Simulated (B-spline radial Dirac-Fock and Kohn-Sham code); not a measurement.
In the model described below, an M2 (3p1/2) vacancy in the Ce atom in the configuration 1s2 2s2 2p6 3s2 3p6 3d10 4s2 4p6 4d10 4f1 5s2 5p6 5d1 6s2, lives for 0.11 fs, which corresponds to a natural width of 5.84 eV. Out of 1000 such holes, about 1.3 decay by emitting a photon, 886 by a Coster-Kronig transition that moves the hole within the M shell, and the rest by ordinary Auger emission. The strongest X-ray line is M2-N4 at 1163.8 eV, with 64 % of the radiative rate. The strongest electron group is M2-M4N3 near 121 eV, with 17 % of the non-radiative rate. The Coster-Kronig yields by final subshell (the deeper hole where both stay in the shell) are M3 0.042, M4 0.636, M5 0.208. The recommended width for the element is 4.30 eV (Campbell and Papp 2001). Independent-particle models tend to overestimate Coster-Kronig rates.

Input file task.json (cfg lists n, l and occupation; rrms is the nuclear radius in fm):

```json
{"items": [{
  "Z": 58,
  "q": 0,
  "cfg": [[1, 0, 2], [2, 0, 2], [2, 1, 6], [3, 0, 2], [3, 1, 6], [3, 2, 10], [4, 0, 2], [4, 1, 6], [4, 2, 10], [4, 3, 1], [5, 0, 2], [5, 1, 6], [5, 2, 1], [6, 0, 2]],
  "A": 140,
  "rrms": 4.8771,
  "do": ["binding", "quiet", "decay"],
  "holes": ["K", "L1", "L2", "L3", "M1", "M2", "M3", "M4", "M5", "N1", "N2", "N3", "N4", "N5"]
}]}
```

Run with: `python xray_run.py task.json out`

Model: a relativistic independent-particle model: LDA orbitals of the hole state, radiative multipoles to third order, Auger rates from the Coulomb interaction with a continuum orbital, Dirac-Fock energies. Program: a B-spline atomic structure program.

Values without a named source are computed, but for edge energies of neutral atoms, which are taken from tables.
